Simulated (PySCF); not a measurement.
Adding and removing an electron: RbSi

UHF-CCSD(T); Rb def2-SVPD with ECP28, Si def2-SVPD; scalar-relativistic core potentials (PySCF 2.14). Neutral (UHF): quartet (σ ↑, π ↑↑), Re = 3.253 Å, ωe = 175 cm⁻¹, De = 1.37 eV.

RbSi⁺ (UHF): triplet (σ ↑, π ↑), Re = 3.911 Å, ωe = 76.7 cm⁻¹, De = 0.27 eV to Rb⁺ + Si. The energies at the minima are -312.73570 hartree for RbSi and -312.54517 for RbSi⁺.

Work out the adiabatic ionisation energy, without and with harmonic zero-point energies (1 hartree = 27.2114 eV, 1 eV = 8065.5 cm⁻¹), and the change of the bond length.

At UHF-CCSD(T): 0.19053 hartree = 5.185 eV between the minima; the zero-point term (76.7 − 175.0)/2 cm⁻¹ = -0.006 eV makes it 5.178 eV. Re changes by +65.8 pm against the neutral. The electron leaves a π orbital, and the ion is left as a loose complex of an ion and an atom.

Correlated steps freeze 5 core orbitals. Weak bonds: RbSi⁺. Basis-set superposition, not corrected here, can be much of De in a small basis, most of all at correlated wavefunction levels. Spin–orbit coupling is left out. For an ion De counts to the pair picked by the measured ionisation energies or electron affinities, which need not be the lowest pair at this level. States were picked by a PBE0 search and need not be the measured ground states.
